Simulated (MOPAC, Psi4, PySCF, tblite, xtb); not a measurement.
Dimer CF4 ··· H3Al (SMILES FC(F)(F)F and [AlH3]) at R = 2.83 Å between the centres of mass, closest contact 2.11 Å (a higher rigid-body minimum at GFN2-xTB). Geometry in Å and degrees:

```
F
C 1 1.3259
F 2 1.3259 1 109.47
F 2 1.3260 3 109.47 1 -119.98
F 2 1.3260 3 109.46 1 119.99
Al 1 2.1104 2 108.84 3 31.25
H 6 1.5802 1 85.06 2 160.02
H 6 1.5802 7 120.00 1 -87.67
H 6 1.5802 7 120.00 1 92.44
```

GFN2-xTB (tblite); SAPT0/jun-cc-pVDZ, frozen core (Psi4); B3LYP/def2-TZVP, counterpoise-corrected (Psi4); B3LYP-D3(BJ)/def2-TZVP, counterpoise-corrected (Psi4); PBE/def2-TZVP, counterpoise-corrected (Psi4); PBE-D3(BJ)/def2-TZVP, counterpoise-corrected (Psi4); HF/aug-cc-pVDZ, counterpoise-corrected (Psi4); MP2/aug-cc-pVDZ = DF-MP2/aug-cc-pVDZ, frozen core, counterpoise-corrected run with Psi4; SCS-MP2/aug-cc-pVDZ = DF-SCS-MP2/aug-cc-pVDZ, frozen core, counterpoise-corrected (Psi4); PM3, restricted, heats of formation (MOPAC); PM6, restricted, heats of formation (MOPAC); GFN1-xTB (xtb); RKS-B3LYP/6-31G* = PySCF with restricted B3LYP/6-31G*, spherical d, no counterpoise correction; RMP2/6-31G* = restricted MP2 (frozen core)/6-31G*, spherical d, no counterpoise correction in PySCF 2.14.0; RKS-BP86/6-31G* = restricted BP86/6-31G*, spherical d, no counterpoise correction (PySCF); RKS-B3LYP/3-21G = restricted B3LYP/3-21G, no counterpoise correction (PySCF).

Task: What interaction energy does each level give?

Result: 
| method | E_int / kcal/mol |
|---|---|
| GFN1-xTB | -17.42 |
| GFN2-xTB | -11.37 |
| PM6 | -7.78 |
| RKS-B3LYP/3-21G | -4.48 |
| PM3 | 1.57 |
| RKS-B3LYP/6-31G* | 4.11 |
| RKS-BP86/6-31G* | 4.19 |
| RMP2/6-31G* | 4.42 |
| PBE-D3(BJ)/def2-TZVP | 6.37 |
| B3LYP-D3(BJ)/def2-TZVP | 7.41 |
| PBE/def2-TZVP | 7.81 |
| MP2/aug-cc-pVDZ | 8.90 |
| B3LYP/def2-TZVP | 10.00 |
| SCS-MP2/aug-cc-pVDZ | 10.19 |
| SAPT0/jun-cc-pVDZ | 10.23 |
| HF/aug-cc-pVDZ | 13.71 |
